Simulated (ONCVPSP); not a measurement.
## Transferability test, ONCV potential for N

N (Z = 7), optimised norm-conserving Vanderbilt (ONCV), made with ONCVPSP 4.0.1 (PBE, scalar-relativistic). Core [He], reference 2s2 2p3. Waves: 2s: rc 0.70 bohr, ncon 4, nbas 9, qcut 10.9 1/bohr, 2 projectors, debl 2.4 Ha; 2p: rc 2.55 bohr, ncon 5, nbas 8, qcut 6.4 1/bohr, 2 projectors, debl 1.4 Ha. Local part: polynomial inside 0.65 bohr (lpopt 3, dvloc0 0 Ha). Core correction: none.

Energies are relative to the spin-unpolarised reference configuration 2s2 2p3; without spin polarisation the order of configurations can differ from experiment.

**Question.** Give the all-electron excitation energy and the error of the potential for: 2s2 2p2; 2s2 2p1; 2s2 2p0; 2s2 2p2.5.

**Answer.**

```
valence configuration  charge  ΔE all-electron (eV)  error AE − PS (meV)
              2s2 2p2      +1                13.591                 +107
              2s2 2p1      +2                42.445                 +789
              2s2 2p0      +3                89.527                +2803
            2s2 2p2.5    +0.5                 5.093                  +18
```

Levels in the configuration 2s2 2p2.5:

```csv
level,all-electron (eV),pseudo (eV)
2s,-25.121,-25.105
2p,-13.444,-13.355
```

Note: ghosts flagged at negative energy: s at -282.5 eV; no localised positive-energy state flagged. A true bound ghost makes a file unfit for plane-wave use.
